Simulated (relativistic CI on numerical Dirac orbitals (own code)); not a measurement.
Magnetism of Eu3+, 4f6, in a crystal field

Calculated by Dirac-Coulomb-Breit CI, orbitals from a KLI potential per configuration, model QED, valence Slater integrals scaled by 0.8, one configuration in a parametric crystal field (own radial code).

Field parameters in Wybourne normalisation. The field is a parameter set, without covalency.

S is read from ⟨S²⟩ = S(S + 1).

Powder χT (cm³ K mol⁻¹) by Van Vleck's formula, with temperature-independent terms:

```
                                                                                                           Field     2 K     5 K    10 K   20 K   50 K  100 K  200 K  300 K
C2v, B20 = -730, B22 = -180, B40 = -810, B42 = -510, B44 = 60, B60 = -240, B62 = -100, B64 = -20, B66 = 660 cm⁻¹   0.011  0.0274  0.0549   0.11  0.274  0.545  0.985   1.27
                                               D4h, B20 = 130, B40 = 1570, B44 = 760, B60 = -210, B64 = 130 cm⁻¹  0.0102  0.0254  0.0508  0.102  0.254  0.508  0.956   1.26
```

(1) For C2v, B20 = -730, B22 = -180, B40 = -810, B42 = -510, B44 = 60, B60 = -240, B62 = -100, B64 = -20, B66 = 660 cm⁻¹: what effective moment follows at 300 K?

Answers

(1) μ_eff = √(8χT) = 3.19 μB. The LS value g√(J(J + 1)) of the free ion's 7F_0 level is 0.00 μB. The ground level is a non-magnetic singlet, so χT starts at zero and rises through temperature-independent paramagnetism and the filling of excited levels.
